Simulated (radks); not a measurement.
The numbers below are computed, except where a source is named.
Task: Radial electron density D(r) = 4 pi r^2 rho(r) of an atom or ion with 45.75 electrons. Code: a radial shooting solver on a logarithmic mesh with Libxc functionals. Model: scalar-relativistic Kohn-Sham, BLYP, spin-unpolarised, spherical densities, point nucleus.

r (bohr)  D(r) (e/bohr)
0.001461          2.257
0.001687          2.899
0.001964          3.763
0.002268          4.798
0.00262           6.093
0.003025          7.698
0.003494          9.669
0.004035          12.06
0.004698          15.11
0.005425          18.54
0.006266          22.51
0.007236          27.00
0.008357          31.95
0.009651          37.23
0.01124           42.91
0.01298           48.06
0.01499           52.61
0.01731           56.14
0.01999           58.26
0.02308           58.75
0.02666           57.62
0.03103           55.15
0.03584           52.45
0.04139           50.57
0.0478            50.66
0.05521           53.48
0.06376           58.90
0.07422           66.03
0.08572           71.78
0.09899           74.04
0.1143            71.40
0.132             64.47
0.1525            56.05
0.1775            49.82
0.205             49.21
0.2368            53.17
0.2734            57.83
0.3158            58.33
0.3647            52.03
0.4246            39.68
0.4903            27.32
0.5663            18.82
0.654             15.68
0.7553            16.15
0.8722            17.14
1.007             16.47
1.173             13.72
1.354             10.24
1.564             7.024
1.806             4.580
2.086             2.926
2.409             1.858
2.805             1.135
3.239            0.6894
3.741            0.3960
4.32             0.2096
4.989           0.09954
5.762           0.04117
6.708           0.01354
7.747          0.003872
8.947         0.0008862
10.33         0.0001567

What is the nuclear charge?

Result: Z = 46. The innermost maximum, from 1s, lies near gamma/Z bohr with gamma = sqrt(1 - (Z/c)^2) = 0.942, here 0.0205 bohr (found: 0.0224), and its height grows with Z. The density is that of the palladium ion Pd0.25+ in [Kr] 4d8.75 5s1; the configuration itself is not fixed sharply by these data, and Z only to a few units. D(r) has 4 maxima, at r = 0.0224, 0.0990, 0.299, 0.893 bohr, and minima at 0.0445, 0.194, 0.681 bohr, inside which lie 2.02, 11.15, 29.09 electrons.
